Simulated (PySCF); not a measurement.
**Spin–spin coupling constants**

Geometry:
```csv
atom,x (Å),y (Å),z (Å)
C1,2.181,-1.294,-0.521
C2,1.649,-0.464,0.183
C3,0.999,0.533,1.023
C4,-0.317,1.090,0.446
C5,-1.382,0.034,0.324
C6,-1.558,-0.564,-1.027
Se7,-2.309,-0.488,1.736
H8,2.663,-2.035,-1.132
H9,1.696,1.372,1.188
H10,0.784,0.096,2.012
H11,-0.665,1.879,1.129
H12,-0.116,1.546,-0.538
H13,-1.841,0.223,-1.749
H14,-2.314,-1.358,-1.035
H15,-0.588,-0.964,-1.374
```

Indirect spin–spin couplings were computed at B3LYP/pcJ-1 (pcSseg-1 on Se) (without the spin–dipole term) (PySCF 2.14.0 with density-fitted response routines) on a PBE0-D3(BJ)/def2-SVP structure, for the isolated molecule, without vibrational or relativistic corrections. Couplings are averaged over pairs made equivalent by symmetry, fast rotation or ring inversion, so a value needn't be that of the named pair in this geometry, while other rotamers aren't included; one pair stands for each set, and the list holds a selection of those of at least 1.5 Hz over up to four bonds.

Isotopes: $^{13}$C, $^{1}$H.

```
    pair  bonds  J (Hz)
  C1, C2      1   196.6
  C1, H8      1   272.7
  C2, C3      1    75.0
  C3, C4      1    34.4
  C3, H9      1   141.1
  C4, C5      1    38.8
 C4, H11      1       ?
  C5, C6      1    40.1
 C6, H13      1       ?
  C2, C4      2    -3.3
  C2, H8      2       ?
  C3, C5      2    -5.5
 C3, H11      2       ?
  C4, C6      2     5.3
 C5, H13      2    -8.8
 H9, H10      2       ?
H13, H14      2   -17.4
  C1, C4      3       ?
 C2, H11      3     8.5
  C3, H8      3     3.9
  C5, H9      3       ?
 H9, H11      3    10.2
 H9, H12      3     4.4
 C3, H13      4    -2.6
  C4, H8      4    -2.0
  H8, H9      4       ?
```

Question: Estimate the withheld couplings, with signs.

Answer: 
- $^{1}J$(C4,H11) = 138.9 Hz (bond length 1.099 Å, sp3 carbon)
- $^{1}J$(C6,H13) = 136.6 Hz (mean over equivalent pairs that range from 130.7 to 145.8 Hz in this conformer)
- $^{2}J$(C2,H8) = 52.0 Hz (angle at C1 179°)
- $^{2}J$(C3,H11) = -5.9 Hz (mean over equivalent pairs that range from -6.8 to -5.0 Hz in this conformer)
- $^{2}J$(H9,H10) = -18.8 Hz (angle at C3 107°)
- $^{3}J$(C1,C4) = 2.2 Hz
- $^{3}J$(C5,H9) = 6.9 Hz (mean over equivalent pairs that range from 3.6 to 10.2 Hz in this conformer)
- $^{4}J$(H8,H9) = -4.1 Hz

Relativistic effects of the heavier atoms present are left out.
